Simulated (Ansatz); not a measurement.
Mulliken charges of `PB1C[SiH2]1` from r2SCAN/def2-TZVPP in Ansatz (PBE0-D4/def2-TZVP geometry).

```json
{"atom": "P1", "x (Å)": "-1.940", "y (Å)": "0.740", "z (Å)": "-0.968", "charge (e)": "-0.031"}
{"atom": "B2", "x (Å)": "-0.552", "y (Å)": "0.045", "z (Å)": "0.043", "charge (e)": "0.070"}
{"atom": "C3", "x (Å)": "0.412", "y (Å)": "-1.138", "z (Å)": "0.031", "charge (e)": "-0.307"}
{"atom": "Si4", "x (Å)": "1.018", "y (Å)": "0.326", "z (Å)": "1.130", "charge (e)": "0.139"}
{"atom": "H5", "x (Å)": "-1.667", "y (Å)": "0.259", "z (Å)": "-2.270", "charge (e)": "0.010"}
{"atom": "H6", "x (Å)": "-1.546", "y (Å)": "2.085", "z (Å)": "-1.142", "charge (e)": "0.021"}
{"atom": "H7", "x (Å)": "0.761", "y (Å)": "-1.612", "z (Å)": "-0.884", "charge (e)": "0.078"}
{"atom": "H8", "x (Å)": "0.315", "y (Å)": "-1.868", "z (Å)": "0.841", "charge (e)": "0.141"}
{"atom": "H9", "x (Å)": "2.077", "y (Å)": "1.276", "z (Å)": "0.709", "charge (e)": "-0.068"}
{"atom": "H10", "x (Å)": "1.206", "y (Å)": "-0.164", "z (Å)": "2.513", "charge (e)": "-0.053"}
```

Question: By hand: the dipole of these point charges (1 e Å = 4.8032 D).

Answer: Σ q r = (-0.114, -0.046, 0.002) e Å, of length 0.123 e Å = 0.59 D.

Question: How does the dipole of the full density compare? (Estimate.)

Answer: The calculation gave: (0.130, -0.068, -0.090) e Å, 0.83 D; the point charges give 0.71 times that, at 124° from its direction, so they point the opposite way.

Point charges leave out the atoms' own dipoles, such as those of lone pairs, and Mulliken's split depends on the basis, so the two needn't agree.
